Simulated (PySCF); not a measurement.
# SiI under electron impact: the energy ladder

PBE0 in PySCF with def2-TZVPPD on every atom (core potentials on I), for the lowest determinant that a PBE0 search found; no spin–orbit coupling.

```
species  state (unpaired electrons)  Re (Å)  ωe (cm⁻¹)  energy of the minimum from the neutral (eV)  De (eV)  dissociates to
    SiI               doublet (π ↑)   2.442        363                                         0.00     3.34          Si + I
   SiI⁺      singlet (closed shell)   2.316        456                                         7.26     4.30         Si⁺ + I
   SiI⁻              triplet (π ↑↑)   2.647        247                                        -1.58     1.68         Si + I⁻
```

Task: Work out the lowest energy to break SiI into atoms, from its vibrational ground state.

Result: D0 = De − ωe/2 = 3.34 − 0.02 = 3.32 eV (PBE0/def2-TZVPPD).

Task: Work out the ionisation energy of the Si atom at this level and the threshold of dissociative ionisation.

Result: IE(Si) = 7.26 + 4.30 − 3.34 = 8.22 eV, so Si⁺ + I + e⁻ appears at D0 + IE(Si) = 11.54 eV (PBE0/def2-TZVPPD). The measured IE(Si) is 8.152 eV (NIST ASD).

Task: Work out the electron affinity of the I atom and the threshold of dissociative attachment.

Result: EA(I) = 3.34 − 1.68 − (-1.58) = 3.24 eV, so Si + I⁻ needs D0 − EA(I) = 0.08 eV (PBE0/def2-TZVPPD). The measured EA(I) is 3.059 eV.

Task: At which energy does ion-pair formation open?

Result: Si⁺ + I⁻ lies at D0 + IE(Si) − EA(I) = 8.30 eV (PBE0/def2-TZVPPD).

These are thermodynamic thresholds; the onsets seen under electron impact lie higher where the geometry changes, and cross-sections peak well above them.

Spin–orbit coupling is left out, which matters for elements this heavy, above all for dissociation energies. For an ion De counts to the pair picked by the measured ionisation energies or electron affinities, which need not be the lowest pair at this level. The highest Kohn–Sham level is positive in this anion. Much of that is self-interaction error, but it also means that the finite basis helps to hold the extra electron. States were picked by a PBE0 search and need not be the measured ground states.
